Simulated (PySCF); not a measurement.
Sn(H)2(Me)2 (C2H8Sn), SMILES [CH3][SnH2][CH3].

Coordinates come from a B3LYP-D3(BJ)/def2-SVP optimisation. The def2 effective core potentials stand for the cores of Sn; spin–orbit coupling is left out.

Two levels are set side by side: PBE/def2-TZVP (PySCF) and PBE0/def2-TZVP (PySCF). Same geometry, gas phase. Differences are taken from unrounded values.

| quantity | PBE0 |
|---|---|
| orbital gap (eV) | 8.46 |
| highest occupied level (eV) | -7.99 |
| lowest empty level (eV) | 0.47 |
| dipole moment (D) | 0.74 |
| mean polarisability (bohr³) | 67.4 |

What does PBE give, and how far is it from PBE0? (An estimate is asked for; the answer gives what the named calculation found.)


```tsv
quantity	PBE	PBE minus PBE0
orbital gap (eV)	6.56	-1.89
highest occupied level (eV)	-6.83	1.16
lowest empty level (eV)	-0.26	-0.73
dipole moment (D)	0.78	0.03
mean polarisability (bohr³)	69.4	2.0
```

PBE's occupied levels lie high since its potential decays too fast outside the molecule; exact exchange lowers them and widens the gap. Differences between two approximate levels are no errors against the true value.

Rough cost on one machine, each run with all the roots and properties that it gave: PBE0 against PBE within a factor of 2.
